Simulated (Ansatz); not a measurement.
`CC[Si]1(F)C=N1` + H₂ → `F[SiH]1C=N1` + `CC`  (hydrogenolysis of the Si–C bond)

Program: Ansatz. Geometries: PBE0-D4/def2-TZVP. ΔE: electronic, gas phase. CBS: MP2 limit from def2 TZ/QZ plus the TZ coupled-cluster correction, frozen cores. This one scheme is used for every species. DFT in def2-TZVPP. HSE06 is defined as in plane-wave codes. One conformer a species, not always the lowest.

`CC[Si]1(F)C=N1`:

```xyz
12

C     0.014   -1.498    0.524
C    -0.999   -0.394    0.235
Si   -0.217    1.180   -0.336
F    -1.347    2.275   -0.582
C     1.412    1.420   -0.952
N     1.324    1.740    0.298
H     0.732   -1.189    1.287
H    -0.486   -2.401    0.880
H     0.582   -1.762   -0.371
H    -1.586   -0.156    1.129
H    -1.725   -0.710   -0.521
H     2.295    1.494   -1.591
```

H₂:

Cartesian coordinates in Å:
```
H 0.312 -0.036 -0.201
H -0.312 0.036 0.201
```

`F[SiH]1C=N1`:

Cartesian coordinates in Å:
```
F -0.512 -1.852 -0.642
Si -0.149 -0.308 -0.598
C 0.448 0.478 0.852
N -0.816 0.685 0.688
H -0.051 0.180 -1.976
H 1.080 0.817 1.675
```

`CC`:

Z-matrix (Å, degrees):
```
C
C 1 1.519
H 1 1.093 2 111.4
H 1 1.093 2 111.4 3 120.0
H 1 1.093 2 111.4 3 -120.0
H 2 1.093 1 111.4 3 180.0
H 2 1.093 1 111.4 3 -60.0
H 2 1.093 1 111.4 3 60.0
```

Question: Is it downhill or uphill in electronic energy at CCSD(T)/CBS, and by how much? (Best estimate.)

Answer: The calculation gave: Downhill: ΔE = -3.4 kcal/mol.

Question: What do these levels give: r2SCAN-D4, B97M-V, B2PLYP, PBE-QIDH, BLYP, PBE0, HSE06, CAM-B3LYP, HF/def2-SVP, MP2/def2-QZVPP, MP2/CBS(def2), CCSD/CBS(def2)? (Best estimate.)

Answer: The calculation gave: r2SCAN-D4 -2.9, B97M-V -4.5, B2PLYP -5.5, PBE-QIDH -4.0, BLYP -7.2, PBE0 -5.1, HSE06 -5.1, CAM-B3LYP -6.5, HF/def2-SVP -11.1, MP2/def2-QZVPP -2.3, MP2/CBS(def2) -2.0, CCSD/CBS(def2) -4.6 kcal/mol.

Largest T1 diagnostic among the species: 0.014.

Leaving LDA and LC-ωPBE aside and taking each functional with its dispersion term where it has one, the values, not all of them listed here, spread over 4.0 kcal/mol, from B2PLYP to revPBE-D4. LDA lies +2.3 kcal/mol from PBE without D4. At CCSD(T), def2-SVP lies −3.4 kcal/mol from the extrapolated value and def2-TZVPP −0.5 kcal/mol.
